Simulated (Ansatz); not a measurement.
Ansatz (a first-principles code) input (wB97M-V/aug-cc-pV(Q+d)Z): A basis named .json is the Basis Set Exchange file of that set (core-valence sets with the plain set on hydrogen).

Ansatz 0.2 input:
```yaml
crystal:
  periodic: [false, false, false]
  atoms:
    - {symbol: O, position_ang: [0.00000000, 0.00000000, 0.00000000]}
basis:
  gaussian:
    orbitals: aug-cc-pV_Q+d_Z.json
    final_grid: {core_spheres: 10, valence_spheres: 9, degree: 29}
hamiltonian:
  xc: {name: wB97M-V}
magnetization: {spin_polarized: true, initial_magnetization: 2}
scf: {lower_state_search: full}
```

Output:

```
Functional definition: wB97M-V
integrals: 0.01 GiB planned
210 factors; their error is unknown
integrals: 0.04 GiB planned
63 factors; integrals over basis functions are off by at most 1.3e-4 eV
mean field: 0.16 GiB planned
mean field evaluation 1: about -2042.9334 eV, gradient 6.4e0 eV
mean field evaluation 2: about -2043.0188 eV, gradient 1.6e0 eV
mean field evaluation 4: about -2043.0283 eV, gradient 6.8e-2 eV
mean field evaluation 8: about -2043.0247 eV, gradient 2.6e-3 eV
mean field evaluation 16: about -2042.5973 eV, gradient 1.1e1 eV
mean field evaluation 32: about -2041.8698 eV, gradient 2.6e1 eV
mean field -2043.02474566 eV, -75.0797745912 hartree, gradient 3.4e-5 eV, S^2 2.004388; 2 other end points of the search recorded, 0 dependent functions left out
reference -2043.02479065 eV, -75.0797762445 hartree; 5, 3 occupied and 75, 77 virtual orbitals, 210 factors
Total energy: -2043.02479065 eV, -75.0797762445 hartree
```
